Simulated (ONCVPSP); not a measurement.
**Which change was made? (Nb, ONCV)**

* Element: niobium
* Generator: ONCVPSP 4.0.1
* Type: optimised norm-conserving Vanderbilt (ONCV)
* Functional: PBE
* Relativity: scalar-relativistic
* Frozen core: [Ar] 3d10 4s2
* Valence charge: 11
* Reference configuration: 4p6 4d4.5 5s0.5
* Partial waves: 5s: rc 3.25 bohr, ncon 4, nbas 9, qcut 1.6 1/bohr, 2 projectors, debl 2.8 Ha; 4p: rc 2.15 bohr, ncon 4, nbas 8, qcut 6.3 1/bohr, 1 projector; 4d: rc 2.85 bohr, ncon 4, nbas 9, qcut 5.2 1/bohr, 2 projectors, debl 2.8 Ha
* Local potential: polynomial inside 1.80 bohr (lpopt 5, dvloc0 6 Ha)
* Core correction: none

Cutoffs, loose and tight: the cutoffs (Ha) at which the residual kinetic energy of the hardest occupied pseudo-wave falls to 1 and 0.1 mHa per electron. They do not see the model core or the augmentation charge, which bear on the density cutoff. Test errors are all-electron minus pseudo excitation energies from the reference, over the configurations 4p6 4d4 5s1; 4p6 4d4 5s0; 4p6 4d3 5s0; 4p6 4d5 5s0; variants that change the core or the reference have their own tests.

The base gives: outcome: generated; cutoff, loose: 12 Ha; cutoff, tight: 20 Ha; bound ghosts: none; GHOST(+) flags above zero: s; largest test error (meV): +11.

After one change the result is: outcome: generated; cutoff, loose: 15 Ha; cutoff, tight: 20 Ha; bound ghosts: none; GHOST(+) flags above zero: s; largest test error (meV): -4.6. Which change was it?
A. d: rc 2.15, qcut 6.9, nproj 0; local potential the d channel
B. local potential polynomial inside 1.80 bohr (lpopt 5, dvloc0 -0.5 Ha)
C. all radii scaled by about 1.21 (s 3.94, p 2.60, d 3.44 bohr); local potential polynomial inside 2.18 bohr (lpopt 5, dvloc0 6 Ha)

A. The others give: local potential polynomial inside 1.80 bohr (lpopt 5, dvloc0 -0.5 Ha) → outcome: generated; cutoff, loose: 12 Ha; cutoff, tight: 20 Ha; bound ghosts: none; GHOST(+) flags above zero: s, d; largest test error (meV): +72 | all radii scaled by about 1.21 (s 3.94, p 2.60, d 3.44 bohr); local potential polynomial inside 2.18 bohr (lpopt 5, dvloc0 6 Ha) → outcome: generated; cutoff, loose: 11 Ha; cutoff, tight: 13 Ha; bound ghosts: s; GHOST(+) flags above zero: s; largest test error (meV): -27.
